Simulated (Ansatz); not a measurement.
A structure relaxed at PBE0-D4/def2-TZVP, charge 0, multiplicity 1:

```tsv
atom	x (Å)	y (Å)	z (Å)
F1	2.3452	-0.4991	-0.3247
C2	1.7205	-0.1995	0.8812
Si3	-0.1396	0.1149	0.5934
Si4	-1.1583	-1.8033	-0.2769
Si5	-0.4387	1.9450	-0.8335
H6	1.8795	-1.0396	1.5650
H7	2.2101	0.6815	1.3087
H8	-0.7286	0.4265	1.9298
H9	-2.6279	-1.5903	-0.3706
H10	-0.6313	-2.0955	-1.6356
H11	-0.9009	-2.9771	0.6017
H12	0.0832	1.6322	-2.1896
H13	-1.8881	2.2633	-0.9416
H14	0.2749	3.1410	-0.3075
```

(1) Give its formula and SMILES.

(2) Point group (tolerance 0.08 Å, 0.16 Å for H)?

(3) Summarise the bond lengths by kind.

Answers

(1) CH9FSi3, `FC[SiH]([SiH3])[SiH3]`.

(2) Cs.

(3) 1 × C–F 1.391 Å; 1 × C–Si 1.908 Å; 2 × C–H 1.095 Å; 2 × Si–Si 2.340 Å; 7 × H–Si 1.486 to 1.493 Å.

Program: Ansatz 0.2.0.
